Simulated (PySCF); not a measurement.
# Titanium: a sound run and one with changed settings

Sound run: Ti [Ar] 3d2 4s2, Ti⁺ [Ar] 3d2 4s1. All numbers are calculated (PySCF 2.14, the non-relativistic Hamiltonian (point nucleus), in def2-TZVP (6s4p4d1f, 45 functions)). The sound run starts from symmetry-adapted Hartree-Fock orbitals and uses a fine grid where one is needed.

A second run was set up differently.

```
species  method  sound run (hartree)  changed run (hartree)  converged
     Ti     UHF           -848.39462             -848.39462        yes
     Ti   B3LYP           -849.36705             -849.31786        yes
     Ti    BP86           -849.44019             -849.37596        yes
    Ti⁺     UHF           -848.19141             -848.19141        yes
    Ti⁺   B3LYP           -849.11617             -849.06931        yes
    Ti⁺    BP86           -849.18960             -849.11842        yes
```

Ionisation energy of Ti:

| method | sound run (eV) | changed run (eV) |
| --- | --- | --- |
| UHF | 5.530 | 5.530 |
| B3LYP | 6.827 | 6.763 |
| BP86 | 6.819 | 7.008 |

**Question.** What was changed?
A. a valence shell is frozen
B. radial grid too coarse
C. minimal basis
D. all electrons correlated in a valence basis

**Answer.** B. It used radial step 0.8 in ln r (0.13 in the sound run). A coarse radial grid mis-integrates the density and the exchange-correlation energy, with errors of either sign; Hartree-Fock needs no grid.
